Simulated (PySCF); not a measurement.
Computed with PBE0 in PySCF with Cr def2-SVP, Cl def2-SVP; no relativity; density-fitted integrals.

Each entry is the lowest minimum that a search over a few typed start shapes (and spin states, where more than one is plausible) found, or that minimum re-optimised at the stated level; isomers with ligand–ligand bonds, or fragments after loss of a ligand pair, can lie lower. Open shells are unrestricted.

CrCl2 is a quintet of C2v symmetry with Cr–Cl 2.182 Å (×2); Cl–Cr–Cl 142.2°. Its wavenumbers are 48, 353, 479 cm⁻¹.

(1) What changes when one electron is removed, giving CrCl₂⁺?

## Answers

(1) It costs 9.85 eV between the minima (9.85 eV with zero-point energy). CrCl₂⁺ is a quartet of C2v symmetry with Cr–Cl 2.085 Å (×2); Cl–Cr–Cl 119.4°; wavenumbers 86, 398, 506 cm⁻¹.

The determinant is spin-contaminated (⟨S²⟩ = 4.02, pure value 3.75). Other spin states or occupations of the open shell can lie lower.
